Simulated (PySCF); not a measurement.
C3H9O2Sn, doublet (typed; the unrestricted solution is spin-contaminated), geometry from GFN2-xTB (such geometries of metal compounds can be far from the true shape) (the spin is typed, not shown lowest) (all electrons, no relativity); HF/STO-3G in PySCF.

Here is a job for PySCF.
```python
from pyscf import gto, scf

mol = gto.M(
    atom='''
Sn    0.464040    0.331984    0.508524
C    -0.709882   -1.049571   -1.499258
C     0.016803   -2.341414   -1.650737
C    -0.720057   -0.115123   -2.655689
H    -1.648730   -1.114205   -0.959609
H    -0.535378   -3.000845   -2.330105
H     1.009492   -2.194597   -2.074622
H     0.103806   -2.859889   -0.697112
H    -1.032920    0.879140   -2.342721
H    -1.436994   -0.458933   -3.409449
H     0.257873   -0.054229   -3.129525
O    -0.756146    1.978942    0.373286
H    -1.351570    2.115459    1.107192
O    -0.483324   -0.437536    2.198383
H    -0.173002   -1.205715    2.670493
''',
    basis='sto-3g',
    charge=0,
    spin=1,
    verbose=5,
)

mf = scf.UHF(mol)
mf.kernel()
```

What the program printed (banner, timings and long lists left out):

```
PySCF version 2.14.0

[INPUT] verbose = 5
[INPUT] max_memory = 4000
[INPUT] num. atoms = 15
[INPUT] num. electrons = 93
[INPUT] charge = 0
[INPUT] spin (= nelec alpha-beta = 2S) = 1
[INPUT] symmetry False subgroup None
[INPUT] Mole.unit = angstrom
[INPUT] Symbol           X                Y                Z      unit          X                Y                Z       unit  Magmom
[...]
[INPUT] ---------------- BASIS SET ----------------
[INPUT] l, kappa, [nprim/nctr], expnt,             c_1 c_2 ...
[INPUT] Sn
[...]
                                978.2371611       0.5353281423
                                264.7491522       0.4446345422
[...]
                                109.6946243       0.3995128261
                                35.67609636       0.7001154689
[...]
                                18.043066         0.2175436044
                                6.96157579        0.9166769611
[...]
                                2.174045204       0.0576109534
                                0.9570200509      1.115578745
[...]
                                0.3357601616      -0.1972567438
                                0.1483111678      1.375495512
[...]
                                109.6946243       0.6076837186
                                35.67609636       0.3919573931
[...]
                                18.043066         0.5777664691
                                6.96157579        0.4846460366
[...]
                                2.174045204       0.5852047641
                                0.9570200509      0.543944204
[...]
                                0.3357601616      0.629032369
                                0.1483111678      0.6662832743
[...]
                                18.043066         0.6555473627
                                6.96157579        0.286573259
[...]
                                2.174045204       0.6686785577
                                0.9570200509      0.3052468245
[INPUT] C
[...]
                                13.045096         0.53532814
                                3.5305122         0.44463454
[...]
                                0.6834831         0.39951283
                                0.2222899         0.70011547
[...]
                                0.6834831         0.60768372
                                0.2222899         0.39195739
[INPUT] O
[...]
                                23.808861         0.53532814
                                6.4436083         0.44463454
[...]
                                1.1695961         0.39951283
                                0.380389          0.70011547
[...]
                                1.1695961         0.60768372
                                0.380389          0.39195739
[INPUT] H
[...]
                                0.62391373        0.53532814
                                0.1688554         0.44463454

nuclear repulsion = 581.459427642047
number of shells = 35
number of NR pGTOs = 183
number of NR cGTOs = 61
basis = sto-3g
ecp = {}

******** <class 'pyscf.scf.uhf.UHF'> ********
method = UHF
initial guess = minao
damping factor = 0
level_shift factor = 0
DIIS = <class 'pyscf.scf.diis.CDIIS'>
diis_start_cycle = 1
diis_space = 8
diis_damp = 0
SCF conv_tol = 1e-09
SCF conv_tol_grad = None
SCF max_cycles = 50
direct_scf = True
direct_scf_tol = 1e-13
number electrons alpha = 47  beta = 46
Set gradient conv threshold to 3.16228e-05
E1 = -9687.535551677247  E2 = 2894.5593360046787  Ecoul = 3086.5902515687367  Exc = -192.03091556405798
init E= -6211.51678803052
cond(S) = 12.138042543181557

  alpha mo_energy =
[-1.03157393e+03 -1.54984732e+02 -1.46824652e+02 -1.46824606e+02
 -1.46824598e+02 -3.07840596e+01 -2.77603454e+01 -2.77603383e+01
 -2.77603280e+01 -2.08712303e+01 -2.08613516e+01 -1.93626206e+01
 -1.93626059e+01 -1.93625997e+01 -1.93624975e+01 -1.93624211e+01
 -1.13024536e+01 -1.12833237e+01 -1.12776835e+01 -5.58238826e+00
 -4.34235182e+00 -4.34170351e+00 -4.33909219e+00 -1.82182902e+00
 -1.79051224e+00 -1.65829635e+00 -1.64721684e+00 -1.64606001e+00
 -1.64525487e+00 -1.63535177e+00 -1.63157191e+00 -1.34365280e+00
 -1.03886929e+00 -9.82853413e-01 -9.23217195e-01 -7.81853503e-01
 -7.33081567e-01 -7.23422855e-01 -7.10767619e-01 -6.79014697e-01
 -6.66750016e-01 -6.32284287e-01 -5.88726942e-01 -5.60525294e-01
 -5.35712024e-01 -5.26892443e-01 -3.66825505e-01 -1.90645600e-01
 -1.57739380e-01 -1.30679637e-01  2.55604629e-01  2.72865598e-01
  3.28217843e-01  3.46651318e-01  3.88500084e-01  4.21020287e-01
  4.26994398e-01  4.61090892e-01  4.72060745e-01  5.18964074e-01
  5.43094310e-01]
  beta  mo_energy =
[-1.03157393e+03 -1.54984732e+02 -1.46824652e+02 -1.46824606e+02
 -1.46824598e+02 -3.07840596e+01 -2.77603454e+01 -2.77603383e+01
 -2.77603280e+01 -2.08712303e+01 -2.08613516e+01 -1.93626206e+01
 -1.93626059e+01 -1.93625997e+01 -1.93624975e+01 -1.93624211e+01
 -1.13024536e+01 -1.12833237e+01 -1.12776835e+01 -5.58238826e+00
 -4.34235182e+00 -4.34170351e+00 -4.33909219e+00 -1.82182902e+00
 -1.79051224e+00 -1.65829635e+00 -1.64721684e+00 -1.64606001e+00
 -1.64525487e+00 -1.63535177e+00 -1.63157191e+00 -1.34365280e+00
 -1.03886929e+00 -9.82853413e-01 -9.23217195e-01 -7.81853503e-01
 -7.33081567e-01 -7.23422855e-01 -7.10767619e-01 -6.79014697e-01
 -6.66750016e-01 -6.32284287e-01 -5.88726942e-01 -5.60525294e-01
 -5.35712024e-01 -5.26892443e-01 -3.66825505e-01 -1.90645600e-01
 -1.57739380e-01 -1.30679637e-01  2.55604629e-01  2.72865598e-01
  3.28217843e-01  3.46651318e-01  3.88500084e-01  4.21020287e-01
  4.26994398e-01  4.61090892e-01  4.72060745e-01  5.18964074e-01
  5.43094310e-01]
multiplicity <S^2> = 0.75  2S+1 = 2
E1 = -9783.792595672912  E2 = 2974.314026484517  Ecoul = 3169.863710368288  Exc = -195.5496838837712
cycle= 1 E= -6228.01914154635  delta_E= -16.5  |g|= 0.532  |ddm|= 3.18
  alpha mo_energy =
[-1.02965015e+03 -1.53288027e+02 -1.45116836e+02 -1.45116409e+02
 -1.45116276e+02 -2.93750424e+01 -2.63575685e+01 -2.63568090e+01
[...]
  7.56192737e-01  7.66670972e-01  7.71718961e-01  8.14843480e-01
  8.29534980e-01]
  beta  mo_energy =
[-1.02984558e+03 -1.53478798e+02 -1.45308286e+02 -1.45307922e+02
 -1.45307518e+02 -2.95582656e+01 -2.65415077e+01 -2.65402887e+01
 -2.65389731e+01 -2.01082967e+01 -2.01004810e+01 -1.81434512e+01
 -1.81434167e+01 -1.81424159e+01 -1.81412896e+01 -1.81411655e+01
 -1.10495556e+01 -1.10445028e+01 -1.10165554e+01 -4.77650783e+00
 -3.53319453e+00 -3.52807565e+00 -3.52324217e+00 -1.15708154e+00
 -1.14729122e+00 -1.00587992e+00 -9.08579592e-01 -8.52062241e-01
 -8.51408371e-01 -8.47641217e-01 -8.44528491e-01 -8.42569751e-01
 -7.27554339e-01 -5.90561727e-01 -5.54513377e-01 -5.36578494e-01
 -5.15954581e-01 -5.11756023e-01 -4.78674339e-01 -4.59254092e-01
 -4.56604114e-01 -3.57871909e-01 -3.17018532e-01 -3.04957660e-01
 -2.79551550e-01 -2.04089804e-01  1.51980502e-01  3.52972459e-01
  3.67875525e-01  4.21854851e-01  6.22569640e-01  6.81913501e-01
  6.82889743e-01  6.98261788e-01  7.28573375e-01  7.57047460e-01
  7.67654840e-01  7.68738814e-01  7.77300195e-01  8.33043495e-01
  8.48942795e-01]
multiplicity <S^2> = 0.91857965  2S+1 = 2.1620172
E1 = -9773.950566661504  E2 = 2964.1287721877425  Ecoul = 3159.421536784247  Exc = -195.29276459650464
cycle= 16 E= -6228.36236683172  delta_E= -1.52e-09  |g|= 6.59e-06  |ddm|= 0.000163
  alpha mo_energy =
[-1.02984578e+03 -1.53478996e+02 -1.45308546e+02 -1.45307975e+02
 -1.45307687e+02 -2.95586407e+01 -2.65419938e+01 -2.65403729e+01
 -2.65393158e+01 -2.01090937e+01 -2.01017660e+01 -1.81436474e+01
 -1.81435570e+01 -1.81426399e+01 -1.81414203e+01 -1.81412736e+01
 -1.10469731e+01 -1.10419453e+01 -1.10402625e+01 -4.77753310e+00
 -3.53477503e+00 -3.52839130e+00 -3.52442886e+00 -1.16160615e+00
 -1.15317095e+00 -1.04012564e+00 -9.08423066e-01 -8.53214042e-01
 -8.51961324e-01 -8.48706875e-01 -8.45009505e-01 -8.43100921e-01
 -7.66571871e-01 -6.02250498e-01 -5.86329689e-01 -5.42970240e-01
 -5.20289391e-01 -5.17379945e-01 -4.80079518e-01 -4.66142535e-01
 -4.64114368e-01 -3.76115734e-01 -3.42034896e-01 -3.10553141e-01
 -2.98906379e-01 -2.93386949e-01 -2.02302476e-01  2.53392891e-01
  3.52686607e-01  4.14586479e-01  6.16043803e-01  6.54590457e-01
  6.75458101e-01  6.95036818e-01  7.22533923e-01  7.47533997e-01
  7.56194503e-01  7.66669973e-01  7.71718447e-01  8.14846954e-01
  8.29538157e-01]
  beta  mo_energy =
[-1.02984558e+03 -1.53478799e+02 -1.45308287e+02 -1.45307923e+02
 -1.45307519e+02 -2.95582661e+01 -2.65415083e+01 -2.65402892e+01
 -2.65389737e+01 -2.01082985e+01 -2.01004839e+01 -1.81434518e+01
 -1.81434173e+01 -1.81424165e+01 -1.81412902e+01 -1.81411661e+01
 -1.10495514e+01 -1.10444983e+01 -1.10165488e+01 -4.77650826e+00
 -3.53319503e+00 -3.52807597e+00 -3.52324262e+00 -1.15708354e+00
 -1.14729417e+00 -1.00587711e+00 -9.08577388e-01 -8.52062680e-01
 -8.51408781e-01 -8.47641751e-01 -8.44528960e-01 -8.42570242e-01
 -7.27551875e-01 -5.90559330e-01 -5.54511615e-01 -5.36576137e-01
 -5.15954769e-01 -5.11754459e-01 -4.78675330e-01 -4.59251499e-01
 -4.56601161e-01 -3.57874150e-01 -3.17020239e-01 -3.04961058e-01
 -2.79552843e-01 -2.04090773e-01  1.51981203e-01  3.52973288e-01
  3.67875573e-01  4.21853629e-01  6.22572136e-01  6.81916275e-01
  6.82892451e-01  6.98263834e-01  7.28575305e-01  7.57049320e-01
  7.67654053e-01  7.68739136e-01  7.77300886e-01  8.33047024e-01
  8.48945951e-01]
multiplicity <S^2> = 0.91858395  2S+1 = 2.1620212
E1 = -9773.950549938967  E2 = 2964.128755465097  Ecoul = 3159.4215197398116  Exc = -195.2927642747145
cycle= 17 E= -6228.36236683182  delta_E= -1.08e-10  |g|= 2.68e-06  |ddm|= 4.21e-05
  alpha mo_energy =
[-1.02984578e+03 -1.53478996e+02 -1.45308546e+02 -1.45307975e+02
 -1.45307687e+02 -2.95586405e+01 -2.65419936e+01 -2.65403728e+01
 -2.65393157e+01 -2.01090943e+01 -2.01017653e+01 -1.81436473e+01
 -1.81435568e+01 -1.81426397e+01 -1.81414202e+01 -1.81412735e+01
 -1.10469743e+01 -1.10419468e+01 -1.10402638e+01 -4.77753300e+00
 -3.53477491e+00 -3.52839120e+00 -3.52442876e+00 -1.16160613e+00
 -1.15317071e+00 -1.04012625e+00 -9.08423534e-01 -8.53213923e-01
 -8.51961202e-01 -8.48706757e-01 -8.45009402e-01 -8.43100814e-01
 -7.66572314e-01 -6.02251030e-01 -5.86330164e-01 -5.42970795e-01
 -5.20289476e-01 -5.17380330e-01 -4.80079582e-01 -4.66143137e-01
 -4.64115010e-01 -3.76115675e-01 -3.42035034e-01 -3.10553175e-01
 -2.98906442e-01 -2.93386612e-01 -2.02302311e-01  2.53392650e-01
  3.52686693e-01  4.14586477e-01  6.16043236e-01  6.54589817e-01
  6.75457462e-01  6.95036315e-01  7.22533465e-01  7.47533459e-01
  7.56194020e-01  7.66669901e-01  7.71718627e-01  8.14846287e-01
  8.29537576e-01]
  beta  mo_energy =
[-1.02984558e+03 -1.53478799e+02 -1.45308287e+02 -1.45307923e+02
 -1.45307519e+02 -2.95582660e+01 -2.65415082e+01 -2.65402891e+01
 -2.65389735e+01 -2.01082991e+01 -2.01004834e+01 -1.81434517e+01
 -1.81434172e+01 -1.81424164e+01 -1.81412900e+01 -1.81411660e+01
 -1.10495527e+01 -1.10444999e+01 -1.10165501e+01 -4.77650814e+00
 -3.53319489e+00 -3.52807584e+00 -3.52324251e+00 -1.15708377e+00
 -1.14729415e+00 -1.00587787e+00 -9.08578028e-01 -8.52062557e-01
 -8.51408651e-01 -8.47641627e-01 -8.44528852e-01 -8.42570134e-01
 -7.27552420e-01 -5.90559907e-01 -5.54512058e-01 -5.36576707e-01
 -5.15954845e-01 -5.11754848e-01 -4.78675409e-01 -4.59252008e-01
 -4.56601856e-01 -3.57874192e-01 -3.17020098e-01 -3.04961606e-01
 -2.79552478e-01 -2.04090967e-01  1.51980995e-01  3.52973024e-01
  3.67875406e-01  4.21853506e-01  6.22571620e-01  6.81915605e-01
  6.82891784e-01  6.98263300e-01  7.28574853e-01  7.57048883e-01
  7.67653870e-01  7.68738943e-01  7.77300615e-01  8.33046153e-01
  8.48945212e-01]
multiplicity <S^2> = 0.91858325  2S+1 = 2.1620206
E1 = -9773.950552975082  E2 = 2964.1287585011673  Ecoul = 3159.421522659762  Exc = -195.29276415859476
Extra cycle  E= -6228.36236683187  delta_E= -4.55e-11  |g|= 1.76e-06  |ddm|= 6.55e-06
converged SCF energy = -6228.36236683187  <S^2> = 0.91858325  2S+1 = 2.1620206
```
